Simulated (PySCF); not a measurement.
Geometry:
```
atom   x (Å)   y (Å)   z (Å)
  O1   3.035  -1.443   0.101
  C2   2.198  -0.636   0.406
  C3   0.849  -0.557  -0.211
  C4  -0.352  -0.578   0.772
  C5  -1.524  -0.589  -0.211
  C6  -1.033   0.512  -1.181
  C7   0.290   0.859  -0.497
  C8  -0.138   0.927   0.975
  H9   2.407   0.113   1.193
 H10   0.798  -1.273  -1.034
 H11  -0.383  -1.278   1.602
 H12  -1.644  -1.555  -0.700
 H13  -2.463  -0.330   0.278
 H14  -0.889   0.141  -2.195
 H15  -1.706   1.367  -1.220
 H16   0.909   1.625  -0.957
 H17  -1.021   1.521   1.202
 H18   0.659   1.180   1.666
```

No relativistic terms, a single conformation, equivalent nuclei averaged, isolated molecule. GFN2-xTB structure; shielding tensors at PBE0/pcSseg-1 (GIAO); PySCF 2.14.0 with density-fitted response routines.

Scale: 13C (186.93 ppm) vs TMS (reference shieldings calculated alike).

Do the 13C shifts follow the atomic charges (in e)? Tabulate both.

Answers


```json
{"atoms": "C2", "hybridisation": "sp2", "δ (ppm)": "208.1", "σ para (ppm)": "-267", "Hirshfeld": "+0.13", "IAO": "+0.26", "Mulliken": "+0.35", "ESP-fitted": "+0.38"}
{"atoms": "C3", "hybridisation": "sp3", "δ (ppm)": "66.5", "σ para (ppm)": "-132", "Hirshfeld": "-0.04", "IAO": "-0.17", "Mulliken": "-0.25", "ESP-fitted": "-0.03"}
{"atoms": "C4/C7", "hybridisation": "sp3", "δ (ppm)": "43.8", "σ para (ppm)": "-104", "Hirshfeld": "-0.02", "IAO": "-0.10", "Mulliken": "-0.25", "ESP-fitted": "-0.02"}
{"atoms": "C8", "hybridisation": "sp3", "δ (ppm)": "36.8", "σ para (ppm)": "-100", "Hirshfeld": "-0.08", "IAO": "-0.27", "Mulliken": "-0.09", "ESP-fitted": "-0.29"}
{"atoms": "C5/C6", "hybridisation": "sp3", "δ (ppm)": "31.0", "σ para (ppm)": "-92", "Hirshfeld": "-0.07", "IAO": "-0.27", "Mulliken": "-0.13", "ESP-fitted": "-0.19"}
```

Correlation coefficients of δ with charge over these carbons: Hirshfeld +0.97, IAO +0.96, Mulliken +0.91, ESP-fitted +0.94; with the paramagnetic shielding -1.00. Among the 4 sp3 carbons alone: Hirshfeld +0.54, IAO +0.50, Mulliken -0.74, ESP-fitted +0.67. With so few points, grouped by hybridisation, these coefficients are fragile. Charge is one influence among several: hybridisation and low-lying excitations act through the paramagnetic term.

Shifts are as computed. Against solution values, carbons near 30 ppm lie about +3 ppm off and those near 130 ppm about +5 ppm (rms about the fit 2.1 ppm; single classes can miss by 10 ppm). Of 1328 compounds with measured shifts, 309 miss one by over three times the rms of a fit or turn the order of signals round; such compounds aren't used in these exercises. Signals without a measured value on file couldn't be tested in this way; 1H shifts scatter by 0.2 ppm about their fit, and single ones miss by 0.5 ppm.
